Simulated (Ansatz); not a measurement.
Born–Oppenheimer molecular dynamics of AlClH4OSi (8 atoms, charge 0, multiplicity 1). It starts at the highest image of a converged band, a first-order saddle point between two minima.

These are results of Ansatz 0.2.0, RKS revPBE-D4/def2-SVPD, not measurements.

```yaml
ensemble: NVE (velocity Verlet)
time_step: 0.5 fs
steps_asked: 200
starting_velocities_drawn_for: 300 K
seed: 11116
```

Frames 1 fs apart, positions in Å.

Velocities at 45 fs (Å/ps):

```
Al -1.23 2.17 -13.77
Cl 0.37 -1.45 6.99
H 25.23 21.31 52.64
O 4.56 -2.51 2.06
Si -2.88 1.19 0.96
H 13.12 13.00 3.21
H -20.87 -25.12 -9.04
H 10.02 -9.79 16.60
```

```xyz
8
Properties=species:S:1:pos:R:3 time_fs=45 energy_less_start_eV=-0.482 T=920
Al 0.404 0.091 -0.925
Cl 1.247 0.054 2.015
H 1.839 1.164 1.951
O -1.170 -0.714 -0.710
Si -2.732 -1.340 -0.691
H -3.073 -2.017 0.627
H -3.673 -0.150 -0.856
H -2.876 -2.393 -1.758
8
Properties=species:S:1:pos:R:3 time_fs=46 energy_less_start_eV=-0.522 T=972
Al 0.403 0.093 -0.939
Cl 1.248 0.053 2.022
H 1.867 1.190 2.003
O -1.165 -0.717 -0.708
Si -2.735 -1.338 -0.690
H -3.059 -2.004 0.630
H -3.694 -0.177 -0.866
H -2.866 -2.402 -1.742
8
Properties=species:S:1:pos:R:3 time_fs=47 energy_less_start_eV=-0.515 T=963
Al 0.402 0.095 -0.953
Cl 1.248 0.051 2.029
H 1.896 1.217 2.055
O -1.160 -0.719 -0.705
Si -2.737 -1.337 -0.689
H -3.044 -1.989 0.632
H -3.714 -0.206 -0.876
H -2.858 -2.410 -1.727
8
Properties=species:S:1:pos:R:3 time_fs=48 energy_less_start_eV=-0.474 T=912
Al 0.400 0.097 -0.967
Cl 1.248 0.050 2.037
H 1.921 1.237 2.106
O -1.155 -0.721 -0.703
Si -2.740 -1.336 -0.688
H -3.029 -1.974 0.635
H -3.735 -0.236 -0.888
H -2.850 -2.418 -1.714
8
Properties=species:S:1:pos:R:3 time_fs=49 energy_less_start_eV=-0.439 T=866
Al 0.398 0.099 -0.981
Cl 1.249 0.049 2.044
H 1.938 1.244 2.156
O -1.151 -0.724 -0.701
Si -2.742 -1.334 -0.686
H -3.014 -1.960 0.640
H -3.757 -0.266 -0.902
H -2.844 -2.426 -1.703
8
Properties=species:S:1:pos:R:3 time_fs=50 energy_less_start_eV=-0.433 T=858
Al 0.396 0.101 -0.995
Cl 1.250 0.048 2.051
H 1.946 1.234 2.204
O -1.146 -0.726 -0.699
Si -2.744 -1.333 -0.685
H -2.999 -1.946 0.647
H -3.779 -0.293 -0.917
H -2.838 -2.434 -1.695
8
Properties=species:S:1:pos:R:3 time_fs=51 energy_less_start_eV=-0.458 T=891
Al 0.394 0.102 -1.009
Cl 1.251 0.048 2.059
H 1.945 1.208 2.249
O -1.142 -0.728 -0.697
Si -2.746 -1.331 -0.684
H -2.986 -1.932 0.657
H -3.803 -0.318 -0.934
H -2.834 -2.442 -1.688
8
Properties=species:S:1:pos:R:3 time_fs=52 energy_less_start_eV=-0.492 T=933
Al 0.391 0.104 -1.024
Cl 1.252 0.048 2.066
H 1.937 1.170 2.292
O -1.138 -0.730 -0.696
Si -2.747 -1.330 -0.682
H -2.973 -1.919 0.669
H -3.828 -0.339 -0.952
H -2.831 -2.449 -1.682
8
Properties=species:S:1:pos:R:3 time_fs=53 energy_less_start_eV=-0.496 T=939
Al 0.389 0.106 -1.038
Cl 1.254 0.048 2.074
H 1.924 1.124 2.333
O -1.134 -0.732 -0.694
Si -2.747 -1.329 -0.681
H -2.962 -1.907 0.684
H -3.852 -0.358 -0.971
H -2.828 -2.457 -1.678
8
Properties=species:S:1:pos:R:3 time_fs=54 energy_less_start_eV=-0.455 T=886
Al 0.386 0.107 -1.052
Cl 1.255 0.049 2.082
H 1.912 1.080 2.374
O -1.131 -0.734 -0.692
Si -2.748 -1.328 -0.679
H -2.951 -1.895 0.700
H -3.874 -0.373 -0.991
H -2.826 -2.463 -1.674
8
Properties=species:S:1:pos:R:3 time_fs=55 energy_less_start_eV=-0.402 T=820
Al 0.383 0.109 -1.066
Cl 1.256 0.049 2.089
H 1.908 1.048 2.418
O -1.128 -0.736 -0.691
Si -2.747 -1.327 -0.678
H -2.943 -1.882 0.716
H -3.894 -0.387 -1.011
H -2.825 -2.468 -1.669
8
Properties=species:S:1:pos:R:3 time_fs=56 energy_less_start_eV=-0.393 T=807
Al 0.380 0.110 -1.080
Cl 1.257 0.048 2.097
H 1.915 1.032 2.466
O -1.126 -0.738 -0.689
Si -2.747 -1.326 -0.676
H -2.936 -1.868 0.730
H -3.910 -0.399 -1.030
H -2.823 -2.473 -1.664
```

Of the whole run (100 fs, mean temperature of the second half 871 K): The conserved energy stayed within 0.12 meV per atom of its start (net change -0.11 meV per atom), so the integration is sound. The kinetic energy rose, since the run started high on the potential surface and went downhill. It ends in pieces (AlH3OSi + ClH), so much of that is their flight and rotation, not heat. A run of 0.1 ps of so small a system gives no equilibrium averages. The orbitals stay closed-shell, which can raise the energy where a bond breaks towards radicals; this wasn't checked here.

The run took 4.4 min on 4 threads of Arm Neoverse V1 (shared host), peak memory 0.18 GiB.
